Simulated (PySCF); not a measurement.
**Excitation energy of Be by level of theory**

Be [He] 2s2 (1S) → Be [He] 2s1 3d1 (3D), as a difference of total energies. Computed with PySCF 2.14 in aug-cc-pVTZ with one added diffuse shell each of s, p, d, f type (6s5p4d3f, 62 functions), with no relativity, point nucleus. Correlated levels: valence: 1s2 frozen. The calculations carry no spin-orbit coupling.

| method | excitation energy (eV) |
| --- | --- |
| UHF | 6.587 |
| MP2 (valence) | 7.315 |
| SCS-MP2 (valence) | 7.498 |
| CCSD (valence) | 7.721 |

Problem. How much does correlation contribute at MP2 (valence)?

Solution. 7.315 − (6.587) = 0.728 eV, measured against UHF.

The promoted electron is Rydberg-like, and one or two diffuse shells describe it only roughly, which tends to raise the upper state.

With two correlated electrons CCSD is exact in that space.
